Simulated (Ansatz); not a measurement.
Conformers of C3H3F2I, SMILES `FC(F)/C=C/I`, each relaxed with PBE0-D4/def2-TZVP in Ansatz. CBS adds the triple-zeta coupled-cluster correction to the MP2 limit.

Elements past krypton have def2 core potentials. Outer-core shells of I are correlated without core-valence functions. Spin–orbit coupling is left out.

Not all of them had a frequency check.

Conformer A:

Cartesian coordinates in Å:
```
F -0.941 -0.257 -1.955
C -0.654 -0.696 -0.700
F -0.306 -2.004 -0.814
C 0.478 0.086 -0.133
C 0.336 0.769 0.989
I 1.842 1.886 1.862
H -1.567 -0.635 -0.100
H 1.407 0.057 -0.693
H -0.595 0.794 1.544
```

Conformer B:

Z-matrix (Å, degrees):
```
C
F 1 1.354
C 1 1.493 2 111.8
F 1 1.361 2 107.6 3 -120.3
H 1 1.096 2 107.8 3 124.3
C 3 1.321 1 122.4 2 6.0
H 3 1.085 1 115.1 2 -174.5
I 6 2.069 3 123.5 1 179.7
H 6 1.082 3 122.6 1 -0.3
```

**Question.** Which is lowest in electronic energy at CCSD(T)/CBS (frozen core, def2 sets), and by how much? (Estimate.)

**Answer.** The calculation gave: A; B lies 1.6 kJ/mol higher. Gaps under about 2 kJ/mol don't settle the order.

**Question.** Give the energies relative to A (kJ/mol) with B3LYP-D4/def2-TZVPP, ωB97M-V/def2-TZVPP, B3LYP/def2-TZVPP, SCS-MP2/def2-TZVPP, MP2/def2-QZVPP, SCS-MP2/def2-QZVPP, HF/CBS(def2). (Estimate.)

**Answer.** The calculation gave: 
| level | B |
| --- | --- |
| B3LYP-D4/def2-TZVPP | 2.0 |
| ωB97M-V/def2-TZVPP | 1.2 |
| B3LYP/def2-TZVPP | 2.4 |
| SCS-MP2/def2-TZVPP | 2.0 |
| MP2/def2-QZVPP | 2.0 |
| SCS-MP2/def2-QZVPP | 2.1 |
| HF/CBS(def2) | 1.5 |

B3LYP here is the variant with VWN-RPA as its local correlation; programs differ in this.
